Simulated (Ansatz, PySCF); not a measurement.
The pair A = CH4 (SMILES C) (first 5 atoms), B = C3H6 (SMILES C=CC); geometry from B3LYP-D3(BJ)/def2-TZVP.
(charge 0, multiplicity 1):
```xyz
14

C     -0.1534     0.0077     0.5017
H     -1.1901    -0.2810     0.6712
H      0.2313    -0.5192    -0.3707
H     -0.1019     1.0818     0.3264
H      0.4421    -0.2475     1.3765
C      0.8952    -1.0104     4.3212
C      0.5085     0.2572     4.3874
C     -0.8665     0.7558     4.0770
H      0.2090    -1.7970     4.0271
H      1.9086    -1.3083     4.5573
H      1.2333     1.0105     4.6856
H     -0.8436     1.4818     3.2595
H     -1.5311    -0.0596     3.7892
H     -1.3018     1.2669     4.9405
```

MP2 and its Hartree–Fock in aug-cc-pVTZ are density fitted. Rows in 6-31G* carry no dispersion term and start afresh at each structure (6-31G* with six Cartesian d functions).

The values were computed with Ansatz (Gaussian basis) for Hartree–Fock, density functionals and correlated methods; PySCF for 6-31G* rows. 

Total energies (hartree), monomers frozen at their geometry in the pair:

| structure | HF/6-31G* | HF/aug-cc-pVDZ | HF/aug-cc-pVTZ |
|---|---|---|---|
| AB | -157.2659309 | -157.2856406 | -157.3299277 |
| A in the pair's basis | -40.1952024 | -40.1998500 | -40.2135948 |
| B in the pair's basis | -117.0718407 | -117.0869892 | -117.1175413 |
| A | -40.1950835 | -40.1996309 | -40.2135730 |
| B | -117.0711410 | -117.0866797 | -117.1174926 |

Q: Work out the interaction energy without and with the counterpoise correction, and the superposition error, for each level.

A: 
E(AB) − E(A) − E(B), times 627.509 kcal/mol, with the monomers in their own basis and then in the pair's basis:
- HF/6-31G*: 0.18 uncorrected, 0.70 corrected; the monomers gain 0.51 kcal/mol from borrowed functions
- HF/aug-cc-pVDZ: 0.42 uncorrected, 0.75 corrected; the monomers gain 0.33 kcal/mol from borrowed functions
- HF/aug-cc-pVTZ: 0.71 uncorrected, 0.76 corrected; the monomers gain 0.04 kcal/mol from borrowed functions

Ansatz is a first-principles code.
